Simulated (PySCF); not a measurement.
AlH₃, SMILES [AlH3]. Coordinates come from a PBE-D3(BJ)/def2-TZVPD optimisation. The isomer is the one that the SMILES or the coordinates give; other isomers of the formula were not compared.

The numbers are results of PySCF with PBE-D3(BJ)/def2-TZVPD, not measurements.

Harmonic wavenumbers (cm⁻¹): 681, 764, 764, 1867, 1882, 1882. Rotational constants (GHz): 131.3, 131.3, 65.64; symmetry number 6.

**Question.** Work out the zero-point energy and the ideal-gas rigid-rotor harmonic-oscillator thermochemistry at 298.15 K and 1 atm.

**Answer.** ZPE = ½ Σ hcν = ½ × 7840 cm⁻¹ = 46.89 kJ/mol. H − E(el) = 57.60 kJ/mol. Entropy in J/(mol K): translation 151.17, rotation 53.32, vibration 3.40, total 207.89. G − E(el) = -4.38 kJ/mol. Cp = 43.07 J/(mol K).
